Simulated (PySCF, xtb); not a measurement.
(Z)-1-chlorobut-1-ene (C4H7Cl), SMILES CC/C=C\Cl.

GFN2-xTB (xtb) at its own geometry gives an orbital gap of 4.71 eV and a dipole moment of 1.81 D.

Coordinates come from a PBE-D3(BJ)/def2-SVP optimisation. Other conformers were not sampled.

Q: What does PBE/def2-TZVP (PySCF) give? (An estimate is asked for; the answer gives what the named calculation found.)

A: gap 4.93 eV (levels -5.99 and -1.06 eV), dipole 1.49 D.
